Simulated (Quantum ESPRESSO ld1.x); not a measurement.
The gold ion Au28+, configuration [Kr] 4d10 4f5. Method: Dirac Kohn-Sham, PBE, spin-unpolarised, spherical densities, point nucleus; open shells fill j = l - 1/2 first; computed with ld1.x of Quantum ESPRESSO 7.5.

Normalised radial functions P(r) = r R(r) (large component), r in bohr:

r	4d3/2
0.0007163	0.0000
0.0009179	0.0001
0.001167	0.0001
0.001495	0.0002
0.001901	0.0003
0.002436	0.0005
0.003097	0.0009
0.003968	0.0017
0.005045	0.0030
0.006464	0.0055
0.008218	0.0100
0.01045	0.0180
0.01339	0.0328
0.01702	0.0581
0.02181	0.1027
0.02772	0.1739
0.03553	0.2884
0.04516	0.4483
0.05788	0.6613
0.07358	0.8824
0.09428	1.0472
0.1199	1.0239
0.1536	0.6810
0.1953	0.0083
0.2502	-0.8703
0.3181	-1.5543
0.4076	-1.7467
0.5182	-1.3940
0.664	-0.7791
0.8441	-0.3017
1.082	-0.0691
1.375	-0.0091

4d3/2: eigenvalue -1196.7 eV, 1 radial node at r = 0.196 bohr, <r> = 0.415 bohr, 90 % of the charge inside 0.610 bohr.
